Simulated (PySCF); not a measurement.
H₇Si₃, SMILES [SiH2][SiH2][SiH3], multiplicity 2. Atoms are numbered in the order given.

```xyz
10

Si     1.8994     0.5640     0.0908
Si     0.0851    -0.8115    -0.4074
Si    -1.8676     0.2337     0.3648
H      3.2437     0.0215    -0.2794
H      1.7469     1.9635    -0.4160
H     -0.0331    -1.0799    -1.8788
H      0.2720    -2.1220     0.2917
H     -3.0763    -0.5889     0.0518
H     -2.0098     1.5714    -0.2886
H     -1.7801     0.4290     1.8445
```
Charge 0, spin multiplicity 2.

Geometry: PBE0-D3(BJ)/def2-SVP. The isomer is the one that the SMILES or the coordinates give; other isomers of the formula were not compared.

All values below come from PBE/def2-TZVPD in PySCF.

```yaml
total_energy: -872.18700 hartree
"α spin, highest occupied and lowest empty level": -5.22 and -1.22 eV
"β spin, highest occupied and lowest empty level": -7.02 and -3.62 eV
dipole_moment: 0.13 D
quadrupole, principal values (traceless, Buckingham form, about the centre of nuclear charge): -0.36, -0.06, 0.42 D·Å
mean_static_polarisability: 101.7 bohr³ (15.07 Å³)
polarisability_principal_values: 83.1, 95.7, 126.4 bohr³
"⟨S²⟩": 0.754 (pure state 0.75)
```
